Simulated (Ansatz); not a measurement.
singlet silylene (H₂Si), singlet, geometry from GFN2-xTB; WB97M-V/def2-SVPD (Ansatz, a program for electronic structure).

Ansatz was given this input:
Ansatz 0.2 input:
```yaml
crystal:
  periodic: [false, false, false]
  atoms:
    - {symbol: Si, position_ang: [-0.00666824, -0.00277970, 0.12275926]}
    - {symbol: H, position_ang: [0.04778718, 1.13172388, -0.83406892]}
    - {symbol: H, position_ang: [0.04556812, -1.09280805, -0.88456070]}
basis:
  gaussian:
    orbitals: def2-SVPD
hamiltonian:
  xc: {name: wB97M-V}
accuracy: high
```

The log (banner, timings and long lists left out):

```
Functional definition: wB97M-V
701 factors; integrals over basis functions are off by at most 4.0e-9 eV
248 factors; integrals over basis functions are off by at most 2.1e-9 eV
mean field evaluation 1: about -7904.3859 eV, gradient 5.8e0 eV
mean field evaluation 2: about -7904.5226 eV, gradient 1.2e0 eV
mean field evaluation 4: about -7904.5319 eV, gradient 3.5e-1 eV
mean field evaluation 8: about -7904.5329 eV, gradient 2.4e-3 eV
mean field evaluation 16: about -7904.5329 eV, gradient 2.5e-7 eV
mean field -7904.53290637 eV, -290.4862264243 hartree, gradient 2.7e-8 eV, S^2 0.000000; 0 other end points of the search recorded, 0 dependent functions left out
reference -7904.53291027 eV, -290.4862265676 hartree; 8, 8 occupied and 32, 32 virtual orbitals, 701 factors
Total energy: -7904.53291027 eV, -290.4862265676 hartree
```
